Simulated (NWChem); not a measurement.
System: CNO anion

NWChem printed, in part:

```
             Northwest Computational Chemistry Package (NWChem) 7.3.0
             --------------------------------------------------------

 ORDER OF PRIMARY AXIS IS BEING SET TO 4
 C4V symmetry detected

                             Geometry "geometry" -> ""
                             -------------------------

 Output coordinates in angstroms (scale by  1.889725989 to convert to a.u.)

  No.       Tag          Charge          X              Y              Z
 ---- ---------------- ---------- -------------- -------------- --------------
    1 N                    7.0000     0.00000000     0.00000000     1.26257295
    2 C                    6.0000     0.00000000     0.00000000     0.07176895
    3 O                    8.0000     0.00000000     0.00000000    -1.15857805

 Effective nuclear repulsion energy (a.u.)      51.5488317420

      Symmetry information
      --------------------

 Group name             C4v
 Group number             18
 Group order               8
 No. of unique centers     3

                                 NWChem DFT Module
                                 -----------------

 Summary of "ao basis" -> "ao basis" (spherical)
 ------------------------------------------------------------------------------
       Tag                 Description            Shells   Functions and Types
 ---------------- ------------------------------  ------  ---------------------
 N                         def2-svpd                 8       20   4s2p2d
 C                         def2-svpd                 8       20   4s2p2d
 O                         def2-svpd                 9       23   4s3p2d

      Symmetry analysis of basis
      --------------------------

        a1         25
        a2          0
        b1          6
        b2          6
        e          26

            General Information
            -------------------
          SCF calculation type: DFT
          Wavefunction type:  closed shell.
          No. of atoms     :     3
          No. of electrons :    22
           Alpha electrons :    11
            Beta electrons :    11
          Charge           :    -1
          Spin multiplicity:     1
          Use of symmetry is: on ; symmetry adaption is: on
          Maximum number of iterations: 150
          AO basis - number of functions:    63
                     number of shells:    25
          Convergence on energy requested:  1.00D-06
          Convergence on density requested:  1.00D-05
          Convergence on gradient requested:  5.00D-04

              XC Information
              --------------
                        BHLYP Method XC Functional
                     Hartree-Fock (Exact) Exchange  0.500
                        Slater Exchange Functional  0.500 local
                    Becke 1988 Exchange Functional  0.500 non-local
              Lee-Yang-Parr Correlation Functional  1.000

             Grid Information
             ----------------
          Grid used for XC integration:  medium
          Radial quadrature: Mura-Knowles
          Angular quadrature: Lebedev.
          Tag              B.-S. Rad. Rad. Pts. Rad. Cut. Ang. Pts.
          ---              ---------- --------- --------- ---------
          N                   0.65       49          10.0       434
          C                   0.70       49           8.0       434
          O                   0.60       49           9.0       434
          Grid pruning is: on
          Number of quadrature shells:   147
          Spatial weights used:  Erf1

      Superposition of Atomic Density Guess
      -------------------------------------

 Sum of atomic energies:        -166.56386776

 Renormalizing density from      21.00 to     22

      Non-variational initial energy
      ------------------------------

 Total energy =    -172.367446
 1-e energy   =    -344.545228
 2-e energy   =     120.628950
 HOMO         =       0.053031
 LUMO         =       0.279156

      Symmetry analysis of molecular orbitals - initial
      -------------------------------------------------

 !! scf_movecs_sym_adapt:   12 vectors were symmetry contaminated

  Symmetry fudging

 !! scf_movecs_sym_adapt:   12 vectors were symmetry contaminated

  Numbering of irreducible representations:

     1 a1          2 a2          3 b1          4 b2          5 e

  Orbital symmetries:

     1 a1          2 a1          3 a1          4 a1          5 a1
     6 a1          7 e           8 e           9 a1         10 e
    11 e          12 a1         13 a1         14 e          15 e
    16 a1         17 a1         18 e          19 e          20 b1
    21 b2

     ---------------------------------------------
      Total Density - Mulliken Population Analysis
     ---------------------------------------------

    Atom       Charge   Shell Charges
 -----------   ------   -------------------------------------------------------
    1 N    7     7.80   1.99  1.01  0.78  0.24  2.23  1.53  0.02  0.01
    2 C    6     5.22   1.99  0.85  0.13 -0.09  1.38  0.52  0.09  0.36
    3 O    8     8.97   1.99  1.02  0.82  0.11  2.58  2.08  0.32  0.01  0.04

   convergence    iter        energy       DeltaE   RMS-Dens  Diis-err
 ---------------- ----- ----------------- --------- --------- ---------
 d= 0,ls=0.0,diis     1   -167.7319641167 -2.19D+02  2.63D-02  1.47D+00
 d= 0,ls=0.0,diis     2   -167.7157729409  1.62D-02  1.56D-02  1.81D+00
 d= 0,ls=0.0,diis     3   -167.8908992989 -1.75D-01  5.45D-03  2.01D-01
 d= 0,ls=0.0,diis     4   -167.9127390513 -2.18D-02  1.09D-03  3.52D-03
 d= 0,ls=0.0,diis     5   -167.9130455454 -3.06D-04  3.47D-04  1.10D-03
  Resetting Diis
 d= 0,ls=0.0,diis     6   -167.9131473613 -1.02D-04  1.04D-04  7.84D-06
 d= 0,ls=0.0,diis     7   -167.9131487456 -1.38D-06  2.43D-05  2.05D-07
 d= 0,ls=0.0,diis     8   -167.9131487528 -7.20D-09  6.40D-06  2.58D-07

         Total DFT energy =     -167.913148752791
      One electron energy =     -336.414534396063
           Coulomb energy =      137.923749764397
    Exchange-Corr. energy =      -20.971195863092
 Nuclear repulsion energy =       51.548831741966

 Numeric. integr. density =       22.000001221403

                  Occupations of the irreducible representations
                  ----------------------------------------------

                     irrep           alpha         beta
                     --------     --------     --------
                     a1                7.0          7.0
                     a2                0.0          0.0
                     b1                0.0          0.0
                     b2                0.0          0.0
                     e                 4.0          4.0

                       DFT Final Molecular Orbital Analysis
                       ------------------------------------

 Vector    9  Occ=2.000000D+00  E=-2.001190D-01  Symmetry=a1
              MO Center=  1.7D-15,  4.6D-17,  1.4D+00, r^2= 1.0D+00
   Bfn.  Coefficient  Atom+Function         Bfn.  Coefficient  Atom+Function
  ----- ------------  ---------------      ----- ------------  ---------------
     3      0.474403  1 N  s                  7     -0.465524  1 N  pz
     2      0.312379  1 N  s                 23     -0.311343  2 C  s
     4      0.282034  1 N  s                 27     -0.259257  2 C  pz
    30     -0.226480  2 C  pz                22     -0.222078  2 C  s
     1      0.149719  1 N  s                 44     -0.139887  3 O  s

 Vector   10  Occ=2.000000D+00  E=-8.291547D-02  Symmetry=e
              MO Center= -1.6D-16, -7.2D-16,  2.8D-01, r^2= 2.0D+00
   Bfn.  Coefficient  Atom+Function         Bfn.  Coefficient  Atom+Function
  ----- ------------  ---------------      ----- ------------  ---------------
     6      0.407597  1 N  py                46      0.368457  3 O  py
    49      0.261488  3 O  py                 9     -0.229057  1 N  py
    26     -0.176488  2 C  py                 5      0.160143  1 N  px
    29     -0.151340  2 C  py                45      0.144765  3 O  px
    37     -0.121648  2 C  d -1              48      0.102737  3 O  px

 Vector   11  Occ=2.000000D+00  E=-8.291547D-02  Symmetry=e
              MO Center=  1.3D-16, -1.6D-16,  2.8D-01, r^2= 2.0D+00
   Bfn.  Coefficient  Atom+Function         Bfn.  Coefficient  Atom+Function
  ----- ------------  ---------------      ----- ------------  ---------------
     5      0.407597  1 N  px                45      0.368457  3 O  px
    48      0.261488  3 O  px                 8     -0.229057  1 N  px
    25     -0.176488  2 C  px                 6     -0.160143  1 N  py
    28     -0.151340  2 C  px                46     -0.144765  3 O  py
    39      0.121648  2 C  d  1              49     -0.102737  3 O  py

 Vector   12  Occ=0.000000D+00  E= 2.249892D-01  Symmetry=a1
              MO Center= -2.3D-15, -1.2D-14, -6.5D-01, r^2= 8.5D+00
   Bfn.  Coefficient  Atom+Function         Bfn.  Coefficient  Atom+Function
  ----- ------------  ---------------      ----- ------------  ---------------
    24      9.483629  2 C  s                 44     -5.581967  3 O  s
     4     -3.236280  1 N  s                 53     -2.219992  3 O  pz
    38      0.821449  2 C  d  0              43     -0.610294  3 O  s
    30     -0.355048  2 C  pz                18      0.255096  1 N  d  0
    23     -0.238639  2 C  s                  2     -0.171898  1 N  s

 Vector   13  Occ=0.000000D+00  E= 2.858174D-01  Symmetry=a1
              MO Center= -2.1D-16, -4.0D-17, -2.1D+00, r^2= 7.3D+00
   Bfn.  Coefficient  Atom+Function         Bfn.  Coefficient  Atom+Function
  ----- ------------  ---------------      ----- ------------  ---------------
    24      3.031233  2 C  s                 53      2.052985  3 O  pz
     4     -1.689642  1 N  s                  3     -1.581534  1 N  s
    38      1.417011  2 C  d  0              23     -1.175885  2 C  s
    30      0.891538  2 C  pz                61      0.356146  3 O  d  0
    43     -0.343891  3 O  s                 22     -0.293249  2 C  s

 Vector   14  Occ=0.000000D+00  E= 2.950713D-01  Symmetry=e
              MO Center=  7.3D-15,  4.9D-15, -1.2D+00, r^2= 7.4D+00
   Bfn.  Coefficient  Atom+Function         Bfn.  Coefficient  Atom+Function
  ----- ------------  ---------------      ----- ------------  ---------------
    51      1.360714  3 O  px                52      0.920427  3 O  py
    28     -0.725621  2 C  px                29     -0.490832  2 C  py
    39     -0.480030  2 C  d  1              37      0.324706  2 C  d -1
    62     -0.250101  3 O  d  1              60      0.169176  3 O  d -1
    45     -0.108834  3 O  px                 8     -0.106467  1 N  px

     ---------------------------------------------
      Total Density - Mulliken Population Analysis
     ---------------------------------------------

    Atom       Charge   Shell Charges
 -----------   ------   -------------------------------------------------------
    1 N    7     7.34   1.99  1.05  0.58  0.32  2.29  1.07  0.03  0.00
    2 C    6     5.89   1.99  0.97  0.05 -0.14  1.97  0.57  0.12  0.36
    3 O    8     8.78   1.99  1.09  0.73  0.15  2.84  1.73  0.21  0.02  0.03

     -------------------------------------------
      Total Density - Lowdin Population Analysis
     -------------------------------------------

    Atom       Charge   Shell Charges
 -----------   ------   -------------------------------------------------------
    1 N    7     7.17   1.97  0.74  0.41  0.24  2.10  1.53  0.04  0.13
    2 C    6     6.42   1.96  0.50  0.20  0.11  1.69  0.92  0.25  0.78
    3 O    8     8.42   1.97  0.87  0.53  0.14  2.68  1.73  0.29  0.02  0.18

     Multipole analysis of the density
     ---------------------------------

     L   x y z        total         alpha         beta         nuclear
     -   - - -        -----         -----         ----         -------
     0   0 0 0     -1.000000    -11.000000    -11.000000     21.000000

     1   1 0 0      0.000000      0.000000      0.000000      0.000000
     1   0 1 0     -0.000000     -0.000000     -0.000000      0.000000
     1   0 0 1     -0.532602     -0.266301     -0.266301      0.000000

     2   2 0 0    -13.953836     -6.976918     -6.976918      0.000000
     2   1 1 0      0.000000      0.000000      0.000000      0.000000
     2   1 0 1     -0.000000     -0.000000     -0.000000      0.000000
     2   0 2 0    -13.953836     -6.976918     -6.976918      0.000000
     2   0 1 1      0.000000      0.000000      0.000000      0.000000
     2   0 0 2    -22.662597    -50.484381    -50.484381     78.306165
```

Level: BHandHLYP/def2-SVPD. Geometry: optimised at B3LYP/def2-SVPD.

Q: Reconstruct the input file.

A: Several could match; the one computed here: the input that was run:
```
start job
memory heap 200 mb stack 900 mb global 1100 mb
charge -1
geometry units angstroms noautoz
  N      0.000000     0.000000     1.261754
  C      0.000000     0.000000     0.070950
  O      0.000000     0.000000    -1.159397
end
basis spherical
  N library def2-svpd
  C library def2-svpd
  O library def2-svpd
end
dft
  xc bhlyp
  iterations 150
  mulliken
end
task dft energy
```
